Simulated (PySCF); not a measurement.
**N²⁺ (nitrogen, charge +2) across methods**

[He] 2s1 2p1 3d1, one real determinant (an excited configuration). Computed with PySCF 2.14 in aug-cc-pV5Z (7s6p5d4f3g2h, 127 functions), with the non-relativistic Hamiltonian (point nucleus).

```json
{"method": "UHF", "E (hartree)": "-51.38406", "mean ε 2s α (eV)": "-69.686", "mean ε 2p α (eV)": "-59.623", "mean ε 3d α (eV)": "-14.349", "Σ⟨r²⟩ (bohr²)": "14.50", "⟨S²⟩": "3.750"}
{"method": "M06-2X", "E (hartree)": "-51.4732", "mean ε 2s α (eV)": "-64.257", "mean ε 2p α (eV)": "-53.642", "mean ε 3d α (eV)": "-13.694", "Σ⟨r²⟩ (bohr²)": "13.74", "⟨S²⟩": "3.750"}
{"method": "M06", "E (hartree)": "-51.4822", "mean ε 2s α (eV)": "-61.692", "mean ε 2p α (eV)": "-51.294", "mean ε 3d α (eV)": "-13.116", "Σ⟨r²⟩ (bohr²)": "13.84", "⟨S²⟩": "3.750"}
{"method": "r2SCAN", "E (hartree)": "-51.4815", "mean ε 2s α (eV)": "-60.281", "mean ε 2p α (eV)": "-50.083", "mean ε 3d α (eV)": "-12.544", "Σ⟨r²⟩ (bohr²)": "13.75", "⟨S²⟩": "3.750"}
{"method": "PBE", "E (hartree)": "-51.4434", "mean ε 2s α (eV)": "-59.412", "mean ε 2p α (eV)": "-49.068", "mean ε 3d α (eV)": "-12.668", "Σ⟨r²⟩ (bohr²)": "13.54", "⟨S²⟩": "3.750"}
{"method": "LDA", "E (hartree)": "-51.0233", "mean ε 2s α (eV)": "-59.200", "mean ε 2p α (eV)": "-48.690", "mean ε 3d α (eV)": "-12.438", "Σ⟨r²⟩ (bohr²)": "13.60", "⟨S²⟩": "3.750"}
{"method": "PBE0", "E (hartree)": "-51.4470", "mean ε 2s α (eV)": "-62.079", "mean ε 2p α (eV)": "-51.787", "mean ε 3d α (eV)": "-13.174", "Σ⟨r²⟩ (bohr²)": "13.76", "⟨S²⟩": "3.750"}
{"method": "TPSS", "E (hartree)": "-51.5166", "mean ε 2s α (eV)": "-59.784", "mean ε 2p α (eV)": "-49.535", "mean ε 3d α (eV)": "-12.608", "Σ⟨r²⟩ (bohr²)": "13.60", "⟨S²⟩": "3.750"}
```

⟨L²⟩ = 8.01 against 12 for a pure F term, so this real determinant mixes terms. The outer electron is Rydberg-like, and this basis confines it to a smaller radius and binds it less than a complete one would.
